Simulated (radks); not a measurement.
Task: The mean radii <r> (bohr) of the occupied orbitals of an atom or ion are listed with their occupations. Calculated with a radial shooting solver on a logarithmic mesh with Libxc functionals: Dirac Kohn-Sham, PBE, spin-unpolarised, spherical densities, finite nucleus; Fermi nuclear charge, rms radius of each element as measured or else 0.836 A^(1/3) + 0.57 fm.

orbital  occ.      <r>
1s1/2       2  0.09097
2s1/2       2   0.4439
2p1/2       2   0.4051
2p3/2       4   0.4074
3s1/2       2    1.490
3p1/2       2    1.702
3p3/2       2    1.709
5f5/2       1    29.64

Name the element and its charge. Open shells, if any, fill j = l - 1/2 first.

Result: Z = 17, chlorine, charge 0: Cl in [Ne] 3s2 3p4 5f1. The 1s radius gives Z: for a bare nucleus <r> = (2 gamma + 1)/(2Z) with gamma = sqrt(1 - (Z/c)^2), 0.08778 bohr for Z = 17, and screening makes it slightly larger (0.09097 here). The occupations add up to 17, and the charge is Z minus that.
